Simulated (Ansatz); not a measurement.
`BN[SiH](F)F` → `B[NH]`• + `F[SiH]F`•  (homolysis of the N–Si bond)

Program: Ansatz. Geometries: PBE0-D4/def2-TZVP. ΔE: electronic, gas phase. CBS: MP2 limit from def2 TZ/QZ plus the TZ coupled-cluster correction, frozen cores. This one scheme is used for every species. DFT in def2-TZVPP. B3LYP here is the variant with VWN-RPA as its local correlation; programs differ in this. HSE06 is defined as in plane-wave codes. Open shells (•) are unrestricted, without spin–orbit coupling. Each species was taken in one conformer, which may not be the lowest.

`BN[SiH](F)F`:

Cartesian coordinates in Å:
```
B -0.159 -1.311 -0.831
N -0.174 -0.538 0.342
Si 0.189 1.135 0.411
F -1.056 1.941 0.970
F 1.354 1.390 1.455
H -0.431 -2.473 -0.777
H 0.128 -0.780 -1.864
H -0.419 -1.007 1.205
H 0.568 1.643 -0.910
```

`B[NH]`•:

Cartesian coordinates in Å:
```
B 0.231 0.392 -0.171
N -0.384 -0.744 0.142
H 0.362 1.239 0.683
H 0.654 0.587 -1.281
H -0.863 -1.474 0.627
```

`F[SiH]F`•:

Z-matrix (Å, degrees):
```
Si
F 1 1.592
F 1 1.592 2 107.3
H 1 1.493 2 107.6 3 -115.6
```

```
             level  ΔE (kJ/mol)  difference from CCSD(T)/CBS
           PBE0-D4        498.1                        -34.3
          B3LYP-D4        491.9                        -40.5
        r2SCAN0-D4        493.7                        -38.7
          HSE06-D4        497.9                        -34.5
          BHLYP-D4        508.6                        -23.8
           ωB97X-V        520.2                        -12.2
           ωB97M-V        524.6                         -7.8
            revPBE        447.3                        -85.1
           r2SCANh        484.6                        -47.8
           LC-ωPBE        501.7                        -30.7
RPA@PBE/def2-TZVPP        502.6                        -29.8
    MP2/def2-TZVPP        552.1                         19.7
SCS-MP2/def2-TZVPP        547.0                         14.6
SCS-MP2/def2-QZVPP        554.0                         21.6
      HF/CBS(def2)        429.3                       -103.1
    CCSD/CBS(def2)        528.2                         -4.2
       CCSD(T)/CBS        532.4                            0
```

Largest T1 diagnostic among the species: 0.030.

From PBE to PBE0 (25 % exact exchange), in def2-TZVPP and without D4, ΔE moves by +22.3 kJ/mol. The D4 term adds +13.2 kJ/mol with B3LYP and +7.0 kJ/mol with PBE0; it sums over pairs of atoms, weighted by their polarisabilities, and B3LYP, whose exchange is more repulsive, gets the larger term.
